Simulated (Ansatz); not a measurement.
Consider the hydrogenolysis of the Si–C bond: `C[SiH](I)CF` + H₂ → `FC[SiH2]I` + CH₄.

Program: Ansatz. Geometries: PBE0-D4/def2-TZVP. ΔE: electronic, gas phase. CCSD(T)/CBS adds triple-zeta CCSD(T) − MP2 to the extrapolated MP2 energy (def2 sets, frozen cores). This one scheme is used for every species. def2 core potentials past Kr. For I outer-core shells are correlated without core-valence functions, which leaves a few kJ/mol of doubt a bond. Each species was taken in one conformer, which may not be the lowest.

```csv
level,ΔE (eV)
SCS-MP2/def2-TZVPP,-0.14
CCSD/CBS(def2),-0.16
```

Task: What does CCSD(T)/CBS give? (Estimate.)

Result: Computed: -0.11 eV. The listed levels differ from it by -0.03, -0.05 eV.

Largest T1 diagnostic among the species: 0.010.

In def2-TZVPP, CCSD(T) changes the Hartree–Fock value by +0.24 eV (the triples alone add +0.05 eV) and MP2 by +0.31 eV. The D4 term adds +0.11 eV with B3LYP and +0.06 eV with PBE0; it sums over pairs of atoms, weighted by their polarisabilities, and B3LYP, whose exchange is more repulsive, gets the larger term.

B3LYP here is the variant with VWN-RPA as its local correlation; programs differ in this.
